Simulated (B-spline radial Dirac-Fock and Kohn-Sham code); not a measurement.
# Xe⁶⁺ 2p3/2: cross section and angular parameters

System: the Xe⁶⁺ ion, [Kr] 4d10 5s2; threshold 4855.6 eV (orbital energy of the model). Model: Dirac-Hartree-Slater photoionisation with a Latter tail; cross sections with all multipoles, angular parameters from the dipole term and its interference with E2. Program: an atomic code on a B-spline grid.

For linearly polarised light dσ/dΩ = σ/(4π) [1 + β P₂(cos θ) + (δ + γ cos²θ) sin θ cos φ], with θ from the polarisation vector and φ the angle between the beam and the projection of the electron momentum on the plane normal to the polarisation.

```
hν (eV)  σ (kb)      β       γ       δ
   5090    88.8  1.163  -0.438  -0.008
 5414.7    75.3  1.327  -0.299   0.014
   5860    60.8  1.421  -0.097   0.027
   6000    56.9  1.439  -0.038   0.030
   6920    38.3  1.495   0.302   0.043
   7680       ?      ?       ?       ?
   8230    23.3  1.504   0.680   0.055
 9251.7    16.6  1.492   0.917   0.063
  12000    7.65  1.430   1.400   0.086
```

Task: Give the values at 7680 eV.

Result: σ = 28.5 kb, β = 1.506, γ = 0.533, δ = 0.050.

Values without a named source are computed, but for edge energies of neutral atoms, which are taken from tables.
